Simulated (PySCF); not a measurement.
## Stretching MgHg

Set-up: PySCF, scalar-relativistic core potentials, basis sets Mg cc-pVDZ, Hg cc-pVDZ-PP with ECP60. Energies in eV from Mg + Hg in their ground configurations at the same level. State: ¹Σ⁺ (singlet), closed shell.

| R (Å) | RHF-CCSD(T) | B97-3 | RHF-MP2 |
| --- | --- | --- | --- |
| 3.008 |  | 0.0762 | 0.0252 |
| 3.148 | 0.0372 | 0.0282 | -0.0112 |
| 3.288 | 0.0093 | -0.0011 | -0.0323 |
| 3.393 | -0.0045 | -0.0147 | -0.0416 |
| 3.498 | -0.0140 | -0.0233 | -0.0472 |
| 3.603 | -0.0205 | -0.0284 | -0.0501 |
| 3.743 | -0.0258 | -0.0314 | -0.0512 |
| 3.918 | -0.0290 | -0.0314 | -0.0498 |
| 4.128 | -0.0299 | -0.0287 | -0.0460 |
| 4.407 |  | -0.0233 | -0.0398 |

Put a parabola through the three lowest points of the B97-3 curve and estimate Re, k and ωe (reduced mass 21.44 u; 1 eV/Å² = 0.16022 mdyn/Å; ωe = 1302.8·√(k/μ) cm⁻¹).

Through R = 3.743, 3.918, 4.128 Å the second-order coefficient is 0.0334 eV/Å², so Re ≈ 3.830 Å, k ≈ 0.0107 mdyn/Å and ωe ≈ 29 cm⁻¹. A polynomial fit of higher order to the unrounded B97-3 energies gives Re = 3.827 Å, k = 0.0159 mdyn/Å, ωe = 35.5 cm⁻¹; anharmonicity and rounding make the difference.

The higher-order fit for each curve: B97-3: Re = 3.827 Å, ωe = 35.5 cm⁻¹, De = 0.032 eV; RHF-MP2: Re = 3.736 Å, ωe = 36.4 cm⁻¹, De = 0.051 eV. RHF-CCSD(T) gives no reliable minimum on this grid.

Correlated steps freeze 1 core orbital. Closed-shell solutions of metal pairs were not tested for spin polarisation, which can lower them a little. The bond is weak. Basis-set superposition, not corrected here, can be much of De in a small basis, most of all at correlated wavefunction levels. Functionals without a dispersion term scatter widely for such bonds, and LDA overbinds them. Spin–orbit coupling is left out.
